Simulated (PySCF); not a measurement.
**Electronic absorption of C2H2O4S2**

Compound: C2H2O4S2.
Numbering: `[O:1]=[S:2]1(=[O:3])[O:4][CH2:5][O:6][C:7]1=[S:8]` (hydrogens: H9, H10 on C5)

Cartesian coordinates in Å at the GFN2-xTB level; atoms count from 1:
```xyz
10
C2H2O4S2 angstrom
O      0.6373   -1.6565    0.9951
S      0.7165   -0.9722   -0.2522
O      1.4712   -1.5131   -1.3201
O     -0.8265   -0.6620   -0.7745
C     -1.2941    0.3257    0.0546
O     -0.2632    1.2943    0.2914
C      0.9502    0.8231    0.1180
S      2.3396    1.5875    0.2598
H     -1.6008   -0.0800    1.0322
H     -2.1213    0.8579   -0.4268
```

Level of theory: PySCF, TDDFT CAM-B3LYP/def2-SVPD, vertical, gas phase, core orbitals frozen in the response.

| state | E (eV) | E (kJ/mol) | λ (nm) | f | main configurations (H = HOMO, L = LUMO) |
| --- | --- | --- | --- | --- | --- |
| S1 | 3.06 | 296 | 404.5 | 0.0001 | H→L (99%) |
| S2 | 5.41 | 522 | 229.0 | 0.209 | H-1→L (91%) |
| S3 | 6.20 | 598 | 200.1 | 0.0017 | H-3→L (50%), H-2→L (44%) |
| S4 | 6.54 | 631 | 189.7 | 0.0066 | H-2→L (54%), H-3→L (41%) |
| S5 | 6.93 | 669 | 178.8 | 0.105 | H→L+2 (66%), H→L+4 (10%) |
| S6 | 7.16 | 691 | 173.1 | 0.049 | H→L+3 (43%), H→L+1 (40%) |
| S7 | 7.19 | 694 | 172.4 | 0.017 | H-4→L (87%) |
| S8 | 7.39 | 713 | 167.7 | 0.016 | H→L+3 (26%), H→L+1 (20%), H→L+4 (19%) |

Triplets (Tamm–Dancoff): T1 2.64 eV, H→L (98%); T2 3.13 eV, H-1→L (94%); T3 5.73 eV, H-3→L (67%), H-2→L (22%).

The lowest singlet lies at 3.06 eV (405 nm, visible) and is dark (f under 0.0005); its leading configuration is HOMO→LUMO (99%). The strongest level in the table is S2 at 5.41 eV (229 nm, f = 0.209). S1 has the pattern of n→π* at C=S. The oscillator strengths of these states sum to 0.405; summed over the whole spectrum of an exact calculation they would give the number of electrons, 78 (Thomas–Reiche–Kuhn). The listed states span 4.33 eV, and the widest gap between neighbours is 2.35 eV (S1 to S2). Orbital energies (eV): HOMO-3 -11.85, HOMO-2 -11.35, HOMO-1 -10.11, HOMO -9.13, LUMO -1.82, LUMO+1 0.75, LUMO+2 0.90. S1 lies in the visible range (380 to 750 nm), at 405 nm, dark in the vertical dipole picture (f under 0.0005); light of that wavelength is violet, and its complementary colour is yellow-green; a Tamm–Dancoff triplet lies at 469 nm, without intensity as long as spin–orbit coupling is left out. Singlets were solved by full linear response, triplets in the Tamm–Dancoff approximation.

One conformer stands for the species.
